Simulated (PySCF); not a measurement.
BBr2H2N, SMILES B(N)(Br)Br. The structure is a stationary point at B3LYP-D3(BJ)/def2-SVP. One conformer was computed; it need not be the lowest.

Method: B3LYP-D3(BJ)/def2-SVP run with PySCF 2.14.0.

Harmonic wavenumbers (cm⁻¹): 166, 280, 427, 429, 548, 566, 697, 1029, 1353, 1582, 3586, 3692. Rotational constants (GHz): 5.515, 1.121, 0.9316; symmetry number 2.

**Question.** Work out the zero-point energy and the ideal-gas rigid-rotor harmonic-oscillator thermochemistry at 298.15 K and 1 atm.

**Answer.** ZPE = ½ Σ hcν = ½ × 14353 cm⁻¹ = 20.52 kcal/mol. H − E(el) = 24.24 kcal/mol. Entropy in cal/(mol K): translation 41.58, rotation 27.04, vibration 7.23, total 75.84. G − E(el) = 1.63 kcal/mol. Cp = 17.97 cal/(mol K).
